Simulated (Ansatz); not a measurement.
`CC(C)(C)OC=O` and `CC(C)(C)[NH][InH2]` differ in one atom or group.

Ansatz, PBE0-D4/def2-TZVP geometries, multiplicity 1. Each molecule was computed in one conformer, which needn't be the lowest.

Elements past krypton have def2 core potentials.

| property | `CC(C)(C)OC=O` |
| --- | --- |
| LUMO energy (B3LYP/def2-TZVPP) / eV | -0.10 |
| HOMO energy (ωB97M-V/def2-TZVPP) / eV | -10.39 |
| LUMO energy (ωB97M-V/def2-TZVPP) / eV | 2.50 |
| HOMO–LUMO gap (PBE0/def2-TZVPP) / eV | 8.18 |
| HOMO–LUMO gap (B3LYP/def2-TZVPP) / eV | 7.63 |
| size of the dipole moment (PBE/def2-TZVPP) / D | 2.15 |

Give the same properties after the change, and the shifts. (Estimate.)

Ansatz gave: 
```csv
property,`CC(C)(C)[NH][InH2]`,shift
LUMO energy (B3LYP/def2-TZVPP) / eV,-1.36,-1.26
HOMO energy (ωB97M-V/def2-TZVPP) / eV,-8.66,1.73
LUMO energy (ωB97M-V/def2-TZVPP) / eV,0.27,-2.23
HOMO–LUMO gap (PBE0/def2-TZVPP) / eV,5.26,-2.92
HOMO–LUMO gap (B3LYP/def2-TZVPP) / eV,4.82,-2.81
size of the dipole moment (PBE/def2-TZVPP) / D,0.84,-1.31
```

With PBE0 the HOMO rises by 1.59 eV and the LUMO falls by 1.31 eV, so the gap narrows by about 2.90 eV. PBE moves the HOMO by 1.12 eV and ωB97M-V by 1.73 eV. Dipoles are sizes alone; their direction can turn.

B3LYP here is the variant with VWN-RPA as its local correlation; programs differ in this.
